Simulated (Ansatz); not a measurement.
Ansatz (a program for electronic structure) input (B2GP-PLYP/def2-TZVPD):

Ansatz 0.2 input:
```yaml
crystal:
  periodic: [false, false, false]
  atoms:
    - {symbol: C, position_ang: [-1.93184903, -0.44554704, -0.11029227]}
    - {symbol: N, position_ang: [-0.75577390, 0.18954183, 0.45683127]}
    - {symbol: C, position_ang: [-0.94140643, 1.61307055, 0.67414729]}
    - {symbol: Ge, position_ang: [0.88452955, -0.34332680, -0.21581925]}
    - {symbol: H, position_ang: [-2.21263283, -0.04580817, -1.09858042]}
    - {symbol: H, position_ang: [-1.77212944, -1.52011474, -0.21380610]}
    - {symbol: H, position_ang: [-2.78948523, -0.30043654, 0.55560264]}
    - {symbol: H, position_ang: [-0.05674952, 2.04527236, 1.14479042]}
    - {symbol: H, position_ang: [-1.78941426, 1.77819345, 1.34766796]}
    - {symbol: H, position_ang: [-1.14394830, 2.17543390, -0.25217253]}
    - {symbol: H, position_ang: [0.91894371, -1.87870754, -0.15079067]}
    - {symbol: H, position_ang: [1.96321898, 0.29180031, 0.67628485]}
    - {symbol: H, position_ang: [1.10720117, 0.10889080, -1.68372910]}
basis:
  gaussian:
    orbitals: def2-TZVPD
hamiltonian:
  xc: {name: B2GP-PLYP}
magnetization: {spin_polarized: false}
correlation: {electrons: outside_noble_gas}
```

Output:

```
Functional definition: B2GP-PLYP
integrals: 0.53 GiB planned
1741 factors; integrals over basis functions are off by at most 1.1e-3 eV
0.42 GiB of the device are held for the grids
1.98 GiB of device memory are held for the factors and their scratch space
mean field: 1.73 GiB planned
mean field evaluation 1: about -60198.2633 eV, gradient 4.5e1 eV
mean field evaluation 2: about -60198.3020 eV, gradient 4.5e1 eV
mean field evaluation 4: about -60202.7418 eV, gradient 5.9e0 eV
mean field evaluation 8: about -60202.8118 eV, gradient 2.5e-1 eV
mean field evaluation 16: about -60202.8119 eV, gradient 5.5e-5 eV
mean field -60202.81193360 eV, -2212.4125316284 hartree, gradient 4.1e-6 eV, S^2 0.000000; 0 other end points of the search recorded, 0 dependent functions left out
17 core orbitals not correlated
reference -60202.81207589 eV, -2212.4125368572 hartree; 13, 13 occupied and 216, 216 virtual orbitals, 1741 factors
second order -21.27312279 eV of doubles, -0.00000000 eV of singles
Total energy: -60210.47040009 eV, -2212.6939750807 hartree
```
